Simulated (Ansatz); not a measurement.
One change: `BC(=C)SC` becomes `C=C([SiH3])SC`.

Ansatz, PBE0-D4/def2-TZVP geometries, multiplicity 1. Each molecule was computed in one conformer, which needn't be the lowest.

| property | `BC(=C)SC` |
| --- | --- |
| HOMO energy (PBE0/def2-TZVPP) / eV | -6.25 |
| HOMO–LUMO gap (PBE/def2-TZVPP) / eV | 2.10 |
| LUMO energy (PBE/def2-TZVPP) / eV | -3.14 |
| HOMO energy (ωB97M-V/def2-TZVPP) / eV | -8.34 |
| size of the dipole moment (ωB97M-V/def2-TZVPP) / D | 0.40 |
| HOMO–LUMO gap (ωB97M-V/def2-TZVPP) / eV | 8.13 |

Task: Give the same properties after the change, and the shifts. (An estimate is asked.)

Result: Computed: 
```
                                          property  `C=C([SiH3])SC`  shift
                HOMO energy (PBE0/def2-TZVPP) / eV            -6.26  -0.01
               HOMO–LUMO gap (PBE/def2-TZVPP) / eV             3.73   1.63
                 LUMO energy (PBE/def2-TZVPP) / eV            -1.45   1.69
             HOMO energy (ωB97M-V/def2-TZVPP) / eV            -8.37  -0.03
size of the dipole moment (ωB97M-V/def2-TZVPP) / D             0.94   0.54
           HOMO–LUMO gap (ωB97M-V/def2-TZVPP) / eV             9.90   1.77
```

Dipoles are sizes alone; their direction can turn.
